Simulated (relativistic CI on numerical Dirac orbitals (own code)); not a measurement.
# Spin-allowed bands of a d2 ion in a tetrahedral site, by hand

Problem. A d2 ion in a tetrahedral site has a 3A2 ground term and spin-allowed bands at ν1 = 4700 and ν2 = 7502 cm⁻¹ (from a computed ligand-field model). Find Δ and the Racah parameter B, and predict the third band.

Working.
1. The F term splits into A2 (−1.2Δ), T2 (−0.2Δ) and T1 (+0.6Δ), so ν1 = E(T2) − E(A2) = Δ = 4700 cm⁻¹.
2. T1(F) mixes with T1(P), which lies at 15B, through an element 0.4Δ. The two roots, counted from A2, are ν2,3 = ½(15B + 3Δ) ∓ ½√[(15B − Δ)² + 12BΔ].
3. Solving the lower root for B gives B = (2ν1² + ν2² − 3ν1ν2)/(15ν2 − 27ν1) = -5318196/-14370 = 370 cm⁻¹.
4. The sum of the roots is 15B + 3Δ, so ν3 = 15B + 3ν1 − ν2 = 12149 cm⁻¹ (823 nm).

Check. The bands were computed by exact diagonalisation of the d2 shell with B = 370 and Δ = 4700 cm⁻¹, which gives ν3 = 12148 cm⁻¹. C does not enter the terms of highest spin.
